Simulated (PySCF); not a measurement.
Delta-SCF ions had no search for a lower state. Excitations are Tamm–Dancoff values on a coarser integration grid. The basis has no diffuse functions, so Rydberg states are missing or too high.

Cartesian coordinates (Å):
```xyz
5

O     -0.8458    -0.7913     0.0095
B      0.2527    -0.0315     0.0012
I      0.1161     2.1082    -0.0321
I      2.1461    -0.9940     0.0219
H     -1.6692    -0.2915    -0.0005
```
Charge 0, multiplicity 1.

Question: What is the computed HOMO–LUMO gap, vertical ionisation energy (Delta-SCF), total energy, brightest of the four lowest singlets (TDA) and LUMO (ωB97X-D3(BJ)/def2-TZVP // PBE0-D3(BJ)/def2-TZVP (PySCF))?

Answer: 
```yaml
HOMO–LUMO gap: 10.74 eV
vertical ionisation energy (Delta-SCF): 9.78 eV
total_energy: -696.4494 Ha
brightest of the four lowest singlets (TDA): 6.28 eV
LUMO: 1.00 eV
```
